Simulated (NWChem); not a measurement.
System: C4H3F; SMILES C(C#C)(=C)F

```xyz
8

C      0.0553     2.1947     0.0000
C     -0.0023     0.9712     0.0000
C     -0.0566    -0.4556     0.0000
C     -1.1792    -1.2028     0.0000
F      1.1580    -1.0510     0.0000
H      0.1027     3.2750     0.0000
H     -2.1628    -0.7168     0.0000
H     -1.1114    -2.2997     0.0000
```
Atoms are numbered in this order, from 1.

Level: PBE-D3(BJ)/def2-SVP (NWChem), optimised geometry, unscaled harmonic frequencies. 

| frequency (cm⁻¹) | IR intensity (km/mol) |
|---|---|
| 180 | 1.6 |
| 268 | 3.2 |
| 421 | 3.6 |
| 559 | 4.0 |
| 617 | 16.4 |
| 631 | 20.0 |
| 684 | 29.4 |
| 695 | 0.3 |
| 808 | 10.0 |
| 826 | 50.2 |
| 920 | 27.0 |
| 1264 | 142.0 |
| 1331 | 0.3 |
| 1651 | 80.9 |
| 2157 | 6.2 |
| 3114 | 3.9 |
| 3227 | 0.1 |
| 3405 | 80.1 |

```
Item                                                                               Result
-----------------------------------------------------------------------  ----------------
zero-point energy                                                           32.5 kcal/mol
thermal correction to the enthalpy at 298.15 K (with zero-point energy)     36.3 kcal/mol
heat capacity Cv                                                         17.8 cal/(mol K)
entropy at 298.15 K and 1 atm (symmetry number 1)                        71.4 cal/(mol K)
dipole moment                                                                      1.35 D
```

Rigid rotor and harmonic oscillator.
